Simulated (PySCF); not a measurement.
Sn (tin, neutral) across methods

[Kr] 4d10 5s2 5p2, high-spin 3P determinant. All numbers are calculated (PySCF 2.14, the spin-free X2C one-electron Hamiltonian (Gaussian nucleus), in x2c-TZVPPall with one added diffuse shell each of s, p, d, f type (9s7p5d3f, 76 functions)). The B2PLYP total includes its PT2 part (frozen core); its orbital energies are those of the SCF part.

```csv
method,E (hartree),mean ε 5s α (eV),mean ε 5s β (eV),mean ε 5p α (eV),Σ⟨r²⟩ (bohr²),⟨S²⟩
wB97X-V,-6176.16,-14.838,-12.960,-6.939,60.61,2.004
LDA,-6170.46,-11.159,-10.187,-4.190,60.69,2.001
r2SCAN,-6176.48,-11.356,-9.888,-4.422,60.54,2.005
BLYP,-6176.66,-10.746,-9.891,-3.876,61.29,2.001
PBE,-6176.03,-10.924,-9.805,-4.128,61.01,2.002
BHandHLYP,-6176.46,-13.474,-11.520,-5.696,60.81,2.004
PBE0,-6176.12,-12.295,-10.626,-5.041,60.69,2.003
B2PLYP,-6175.78,-13.495,-11.337,-5.726,61.09,2.005
UHF,-6173.74908,-15.642,-12.070,-7.266,61.62,2.012
```
